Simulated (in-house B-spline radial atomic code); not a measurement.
**Ionising neutral magnesium with different functionals**

Computed with a radial B-spline atomic code at the basis-set limit: non-relativistic Hamiltonian, point nucleus, spin-polarised at highest spin, spherical fractional occupations for the functionals, and exact exchange of hybrids averaged over the configuration. The ionisation energy is the difference of two self-consistent energies, [Ne] 3s2 → [Ne] 3s1, without Breit or QED terms; ε is the level of the shell that loses the electron (its least bound occupied spin orbital).

| method | rung | ΔSCF (eV) | -ε(3s) (eV) |
| --- | --- | --- | --- |
| PBE0 | global hybrid | 7.54 | 5.43 |
| B3LYP | global hybrid | 7.72 | 5.29 |
| TPSSh | global hybrid | 7.54 | 5.04 |
| M06-2X | global hybrid | 7.78 | 6.19 |
| BHandHLYP | global hybrid | 7.55 | 6.02 |
| r2SCAN0 | global hybrid | 7.39 | 5.48 |
| B97-1 | global hybrid | 7.72 | 5.23 |
| HSE06 | range-separated hybrid | 7.54 | 5.04 |
| wB97X | range-separated hybrid | 7.60 | 7.32 |
| CAM-B3LYP | range-separated hybrid | 7.70 | 6.48 |
| LC-wPBE | range-separated hybrid | 7.47 | 7.49 |

Problem. Among the functionals, which spreads more, the ΔSCF values or the orbital energies?

Solution. The orbital energies: ΔSCF values span about 0.39 eV and the orbital energies 2.46 eV; here energy differences depend much less on the functional than eigenvalues do.

Problem. How do they compare with the NIST value?

Solution. NIST lists 7.646 eV (measured, ground level to ground level). Errors run from -0.26 to +0.13 eV; wB97X is closest (-0.05 eV), but part of that can be cancellation, since the calculations leave out relativity, Breit-QED terms, the near-degeneracy of s² and p².
